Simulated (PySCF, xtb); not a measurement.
Sn(H)(F)2(vinyl) (C2H4F2Sn), SMILES C=[CH][SnH]([F])[F]. One conformer was computed; it need not be the lowest.

Harmonic wavenumbers (cm⁻¹) from GFN2-xTB run with xtb 6.7.1 at its own minimum, in rising order: 28, 84, 94, 117, 242, 353, 391, 406, 421, 471, 472, 881, 955, 986, 1140, 1369, 1395, 1658, 3012, 3045, 3104.

Question: What does PBE-D3(BJ)/def2-SVP (PySCF) give at its own minimum? (The exact figures need the calculation; the answer reports its results.)

Answer: 42, 112, 127, 172, 263, 462, 499, 551, 562, 610, 615, 943, 955, 983, 1195, 1365, 1611, 1869, 3047, 3109, 3138. Paired by order, the mean absolute difference is 77 cm⁻¹ and the zero-point energies are 29.5 and 31.8 kcal/mol.
